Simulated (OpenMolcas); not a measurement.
# Multiconfigurational calculation on Co⁺

Input:

```
&GATEWAY
Coord
1

Co 0.0 0.0 0.0
Basis=ANO-L-VQZP
Group=XYZ
NoMove
AngMom=0.0 0.0 0.0
AMFI
&SEWARD
* reference wave functions (RASSCF and RASSI steps not shown): 8 electrons in 5 orbitals (3d)
>>> COPY JOB001 $Project.JobIph
&CASPT2
Multistate=10 1 2 3 4 5 6 7 8 9 10
Frozen=2 3
IPEA=0.4
Shift=0.5
MaxIter=60
WThr=0.0 0.3 0.05
PrWF=0.5
NoMix
>>> COPY JOB002 $Project.JobIph
&CASPT2
Multistate=14 1 2 3 4 5 6 7 8 9 10 11 12 13 14
Frozen=2 3
IPEA=0.4
Shift=0.5
MaxIter=60
WThr=0.0 0.3 0.05
PrWF=0.5
NoMix
```

Launched by
```bash
OMP_NUM_THREADS=1 MOLCAS_MEM=2252 MOLCAS_PROJECT=a pymolcas a.inp > a.log  # once for each step of the input, in one work folder
```

Output, cut to the results:

```
--- CASPT2 ---
Orbital specifications:
      -----------------------

      Symmetry species                           1   2
                                                ag  au
      Frozen orbitals                            2   3
      Inactive orbitals                          1   3
      Active orbitals                            5   0
      Secondary orbitals                        37  33
      Deleted orbitals                           0   0
      Number of basis functions                 45  39
Type of calculation                        MS-CASPT2
      Fock operator                              state-specific
      IPEA shift                                 0.40
      Real shift                                 0.50
      Imaginary shift                            0.00
      The input orbitals will be transformed to quasi-canonical
Reference energy:       -1381.1280501761
      E2 (Non-variational):      -0.6688577817
      Shift correction:          -0.0404839867
      E2 (Variational):          -0.7093417684
      Total energy:           -1381.8373919446
      Residual norm:              0.0000002002
      Reference weight:           0.92510
      Contributions to the CASPT2 correlation energy
      Active & Virtual Only:         -0.2816302625
      One Inactive Excited:          -0.2896762420
      Two Inactive Excited:          -0.0975512772
Reference energy:       -1381.1280501761
      E2 (Non-variational):      -0.6697665857
      Shift correction:          -0.0406798835
      E2 (Variational):          -0.7104464692
      Total energy:           -1381.8384966453
      Residual norm:              0.0000001949
      Reference weight:           0.92476
      Contributions to the CASPT2 correlation energy
      Active & Virtual Only:         -0.2822561626
      One Inactive Excited:          -0.2899181791
      Two Inactive Excited:          -0.0975922439
::    CASPT2 Root  1     Total energy:  -1381.83739194
::    CASPT2 Root  2     Total energy:  -1381.83849665
::    CASPT2 Root  3     Total energy:  -1381.83678288
::    CASPT2 Root  4     Total energy:  -1381.83691423
::    CASPT2 Root  5     Total energy:  -1381.83704142
::    CASPT2 Root  6     Total energy:  -1381.83847135
::    CASPT2 Root  7     Total energy:  -1381.83812302
::    CASPT2 Root  8     Total energy:  -1381.77601628
::    CASPT2 Root  9     Total energy:  -1381.77601622
::    CASPT2 Root 10     Total energy:  -1381.77601621
::    MS-CASPT2 Root  1     Total energy:  -1381.83946260
::    MS-CASPT2 Root  2     Total energy:  -1381.83906942
::    MS-CASPT2 Root  3     Total energy:  -1381.83844489
::    MS-CASPT2 Root  4     Total energy:  -1381.83755670
::    MS-CASPT2 Root  5     Total energy:  -1381.83675506
::    MS-CASPT2 Root  6     Total energy:  -1381.83624014
::    MS-CASPT2 Root  7     Total energy:  -1381.83580934
::    MS-CASPT2 Root  8     Total energy:  -1381.77599738
::    MS-CASPT2 Root  9     Total energy:  -1381.77597944
::    MS-CASPT2 Root 10     Total energy:  -1381.77595522
--- CASPT2 ---
Orbital specifications:
      -----------------------

      Symmetry species                           1   2
                                                ag  au
      Frozen orbitals                            2   3
      Inactive orbitals                          1   3
      Active orbitals                            5   0
      Secondary orbitals                        37  33
      Deleted orbitals                           0   0
      Number of basis functions                 45  39
Type of calculation                        MS-CASPT2
      Fock operator                              state-specific
      IPEA shift                                 0.40
      Real shift                                 0.50
      Imaginary shift                            0.00
      The input orbitals will be transformed to quasi-canonical
Reference energy:       -1381.0643384343
      E2 (Non-variational):      -0.6830110808
      Shift correction:          -0.0418271244
      E2 (Variational):          -0.7248382052
      Total energy:           -1381.7891766394
      Residual norm:              0.0000001863
      Reference weight:           0.92280
      Contributions to the CASPT2 correlation energy
      Active & Virtual Only:         -0.2895129252
      One Inactive Excited:          -0.2899024630
      Two Inactive Excited:          -0.1035956925
Reference energy:       -1381.0643384343
      E2 (Non-variational):      -0.6829277471
      Shift correction:          -0.0418087751
      E2 (Variational):          -0.7247365221
      Total energy:           -1381.7890749564
      Residual norm:              0.0000001781
      Reference weight:           0.92283
      Contributions to the CASPT2 correlation energy
      Active & Virtual Only:         -0.2894461072
      One Inactive Excited:          -0.2898855005
      Two Inactive Excited:          -0.1035961393
::    CASPT2 Root  1     Total energy:  -1381.78917664
::    CASPT2 Root  2     Total energy:  -1381.78907496
::    CASPT2 Root  3     Total energy:  -1381.78914896
::    CASPT2 Root  4     Total energy:  -1381.78915050
::    CASPT2 Root  5     Total energy:  -1381.78916419
::    CASPT2 Root  6     Total energy:  -1381.75372707
::    CASPT2 Root  7     Total energy:  -1381.75214759
::    CASPT2 Root  8     Total energy:  -1381.75394023
::    CASPT2 Root  9     Total energy:  -1381.75307197
::    CASPT2 Root 10     Total energy:  -1381.75312618
::    CASPT2 Root 11     Total energy:  -1381.75287156
::    CASPT2 Root 12     Total energy:  -1381.75183555
::    CASPT2 Root 13     Total energy:  -1381.75333315
::    CASPT2 Root 14     Total energy:  -1381.75331628
::    MS-CASPT2 Root  1     Total energy:  -1381.78935099
::    MS-CASPT2 Root  2     Total energy:  -1381.78925977
::    MS-CASPT2 Root  3     Total energy:  -1381.78918954
::    MS-CASPT2 Root  4     Total energy:  -1381.78915522
::    MS-CASPT2 Root  5     Total energy:  -1381.78908691
...
```

Levels above the lowest, from the spin-orbit matrix with the single-state CASPT2 energies, averaged by term, on its diagonal:

```tsv
Configuration	Term	J	E (cm-1)	Measured (cm-1)	g	Term weight %	Second
3d8	3F	4	0.0	0.0	1.250	100	
3d8	3F	3	978	950	1.084	100	
3d8	3F	2	1645	1597	0.668	99	
3d8	1D	2	11250		1.028	93	6 3P
3d8	3P	2	14190		1.471	94	6 1D
3d8	3P	1	14500		1.501	100	
3d8	3P	0	14740			100	
3d8	1G	4	19310		1.000	100
```

Against the 2 measured excited levels shown (NIST Handbook of Basic Atomic Spectroscopic Data) the mean absolute deviation is 38 cm-1; the largest miss in energy is 3d8 3F2: computed 1645, measured 1597 cm-1 (+3.0 %).

CASPT2 breaks the degeneracy within a term, and the mean is taken; among the terms shown or strongly mixed into the levels shown the widest spread is 460 cm-1 (3d8 1G). Terms from blocks run as CI alone lack orbitals of their own. Measured partners are found by configuration, term and J. A level has none where our copy of the source lacks it or the pairing is in doubt (some pairs that miss far off the trend of their configuration count as doubtful), and it then counts in no deviation. Levels of configurations outside the active space are missing. The first state left out of the spin-orbit step lies near 54000 cm-1 above the lowest spin-free state of the reference (among the parities and spins computed), and the list stops at four fifths of that energy or lower.

The CASPT2 steps took 12 s on 1 thread of Intel(R) Xeon(R) Platinum 8488C (Sapphire Rapids) (shared host); the integral step is not counted.

The term weight is that of the spin-free term in the level, not the purity of its configuration.
